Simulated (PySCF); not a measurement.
Field gradients from PBE0/pcSseg-1 densities (PySCF, non-relativistic) at GFN2-xTB geometries, isolated species, one conformer each; χzz is the principal value of largest magnitude, with Q(14N) = 0.02044 b, Q(17O) = −0.0256 b. GFN2-xTB bond lengths can be off by several hundredths of an ångström, more for odd bonds, and the gradients follow them. With so small a basis the couplings can be 20 % off.

(1) These 14N couplings (χzz in MHz, η) are listed in rising order: (-4.789, 0.70); (-4.513, 0.09); (-4.120, 0.61); (-3.757, 0.40); (-3.534, 0.43); (-2.930, 0.10). Assign them to: the C=N nitrogen of `C=N[Si](Cl)(Cl)C#CC`; the nitrogen bridging silicon atoms of `[SiH3]C[SiH2][SiH2]N[SiH3]`; the nitrogen bridging silicon atoms of `[SiH3]CN([SiH3])[SiH2][SiH3]`; the nitrogen bridging silicon atoms of `C[SiH2]N([SiH3])[SiH2][SiH3]`; N1 (nitrile nitrogen) in `[N:1]#[C:2][CH2:3][Si@H:4]([F:5])[NH:6][SiH2:7][CH2:8][F:9]`; the nitrogen bridging silicon atoms of `C[SiH2]O[Si@H]1C=C[SiH2]N1`.

(2) Rank these 17O sites by the size of the quadrupole coupling, smallest first.
A. The carbonyl oxygen of `N#CCC(=O)[Si@@H](N)[SiH3]`
B. The carbonyl oxygen of `C[Si@]([SiH3])(C#N)C(N)=O`
C. The siloxane oxygen of `C[SiH2]O[Si@H]1C=C[SiH2]N1`
D. The silyl ether oxygen of `N#CCCO[SiH]([SiH3])[SiH3]`

Answers

(1) -4.789 MHz, η 0.70: the C=N nitrogen of `C=N[Si](Cl)(Cl)C#CC`; -4.513 MHz, η 0.09: N1 (nitrile nitrogen) in `[N:1]#[C:2][CH2:3][Si@H:4]([F:5])[NH:6][SiH2:7][CH2:8][F:9]`; -4.120 MHz, η 0.61: the nitrogen bridging silicon atoms of `[SiH3]CN([SiH3])[SiH2][SiH3]`; -3.757 MHz, η 0.40: the nitrogen bridging silicon atoms of `[SiH3]C[SiH2][SiH2]N[SiH3]`; -3.534 MHz, η 0.43: the nitrogen bridging silicon atoms of `C[SiH2]O[Si@H]1C=C[SiH2]N1`; -2.930 MHz, η 0.10: the nitrogen bridging silicon atoms of `C[SiH2]N([SiH3])[SiH2][SiH3]`.

(2) C (6.079 MHz), B (9.533 MHz), D (10.40 MHz), A (12.35 MHz).

All sites together:

```
nucleus                                                                                  site  Vzz (au)     η  χzz (MHz)
    14N                                               the C=N nitrogen of C=N[Si](Cl)(Cl)C#CC    -0.997  0.70     -4.789
    14N                     the nitrogen bridging silicon atoms of [SiH3]C[SiH2][SiH2]N[SiH3]    -0.782  0.40     -3.757
    14N                   the nitrogen bridging silicon atoms of [SiH3]CN([SiH3])[SiH2][SiH3]    -0.858  0.61     -4.120
    14N                   the nitrogen bridging silicon atoms of C[SiH2]N([SiH3])[SiH2][SiH3]    -0.610  0.10     -2.930
    14N  N1 (nitrile nitrogen) in [N:1]#[C:2][CH2:3][Si@H:4]([F:5])[NH:6][SiH2:7][CH2:8][F:9]    -0.940  0.09     -4.513
    14N                     the nitrogen bridging silicon atoms of C[SiH2]O[Si@H]1C=C[SiH2]N1    -0.736  0.43     -3.534
    17O                                      the carbonyl oxygen of C[Si@]([SiH3])(C#N)C(N)=O    -1.585  0.05      9.533
    17O                                   the silyl ether oxygen of N#CCCO[SiH]([SiH3])[SiH3]     1.730  0.46     -10.40
    17O                                      the carbonyl oxygen of N#CCC(=O)[Si@@H](N)[SiH3]    -2.052  0.61      12.35
    17O                                     the siloxane oxygen of C[SiH2]O[Si@H]1C=C[SiH2]N1     1.011  0.07     -6.079
```
